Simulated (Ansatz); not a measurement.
`CC1C[SiH2]1` + H₂S → `SC1C[SiH2]1` + CH₄  (substitution at a C–C bond)

Program: Ansatz. Geometries: PBE0-D4/def2-TZVP. ΔE: electronic, gas phase. CCSD(T)/CBS is the MP2 limit (def2-TZVPP, def2-QZVPP) plus CCSD(T) − MP2 in def2-TZVPP, frozen cores. This one scheme is used for every species. Each species was taken in one conformer, which may not be the lowest.

```
      species  CCSD(T)/CBS(def2) energy (Eh)
`CC1C[SiH2]1`                     -408.00872
          H₂S                     -398.97279
`SC1C[SiH2]1`                     -766.52003
          CH₄                      -40.46206
```

(1) Work out ΔE.

Largest T1 diagnostic among the species: 0.012.

## Answers

(1) ΔE = (-766.52003) + (-40.46206) − (-408.00872) − (-398.97279) = -0.00058 Eh = -0.4 kcal/mol.

At CCSD(T), def2-SVP lies +2.5 kcal/mol from the extrapolated value and def2-TZVPP +0.8 kcal/mol. Leaving LDA and LC-ωPBE aside and taking each functional with its dispersion term where it has one, the values, not all of them listed here, spread over 1.3 kcal/mol, from BLYP-D4 to CAM-B3LYP-D4. LDA lies +0.9 kcal/mol from PBE without D4.
